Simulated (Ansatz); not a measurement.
Species: AlOBrH2, charge 0, singlet. AlOBrH2 (SMILES [OH][AlH][Br]).
B3LYP-D3(BJ)/def2-TZVP minimum from Ansatz (a program for electronic structure):
```xyz
5

Al    -0.5420    -1.1202    -0.1177
H     -1.7593    -1.5892    -0.9693
Br     0.1629     1.0324    -0.1642
O      0.2609    -2.2424     0.8546
H      1.0166    -2.0424     1.4093
```

Total energies in hartree (Ansatz). Radicals and triplets start from unrestricted determinants; spin-orbit coupling is neglected. Cores are frozen in correlated methods (noble-gas shells, and filled d and f shells in the p block). No relativity. For partners of very few electrons the exact lower level stands in for a higher one. Spin-orbit terms, left out, reach several kcal/mol for Br and I, and more for heavier atoms.

| species | HF/def2-TZVPP | CCSD(T)/def2-TZVPP | HF/def2-QZVPP | CCSD(T)/def2-QZVPP | CCSDT(Q)/def2-TZVPP |
|---|---|---|---|---|---|
| 1: AlOBrH2 (SMILES [OH][AlH][Br]) | -2890.53712 | -2891.05796 | -2890.59746 | -2891.16168 | -2891.05949 |
| 2: Al (doublet) | -241.87439 | -241.92630 | -241.88067 | -241.93422 | -241.92678 |
| 3: H (doublet) | -0.49981 | -0.49981 | -0.49998 | -0.49998 | -0.49981 |
| 4: Br (doublet) | -2572.39810 | -2572.55635 | -2572.44770 | -2572.62201 | -2572.55702 |
| 5: O (triplet) | -74.81563 | -74.97674 | -74.81863 | -74.99407 | -74.97712 |

Question: Work out the atomisation energy (electronic, to ground-state atoms) in kcal/mol: take Hartree-Fock from def2-QZVPP, extrapolate the CCSD(T) correlation energy as X^-3 (X = 3, 4), and add CCSDT(Q) - CCSD(T) in def2-TZVPP. 1 hartree = 627.51 kcal/mol.

Answer: 
Species 1: correlation (64·(-0.56422) - 27·(-0.52084))/37 = -0.59588; step -0.00153; E1 = -2890.59746 + (-0.59588) + (-0.00153) = -2891.19487
Species 2: correlation (64·(-0.05355) - 27·(-0.05191))/37 = -0.05475; step -0.00048; E2 = -241.88067 + (-0.05475) + (-0.00048) = -241.93590
Species 3: correlation (64·(0.00000) - 27·(0.00000))/37 = 0.00000; step +0.00000; E3 = -0.49998 + (0.00000) + (+0.00000) = -0.49998
Species 4: correlation (64·(-0.17431) - 27·(-0.15825))/37 = -0.18603; step -0.00067; E4 = -2572.44770 + (-0.18603) + (-0.00067) = -2572.63440
Species 5: correlation (64·(-0.17544) - 27·(-0.16111))/37 = -0.18590; step -0.00038; E5 = -74.81863 + (-0.18590) + (-0.00038) = -75.00491
-1·E1 +1·E2 +2·E3 +1·E4 +1·E5 = 0.61970 hartree = 388.9 kcal/mol.
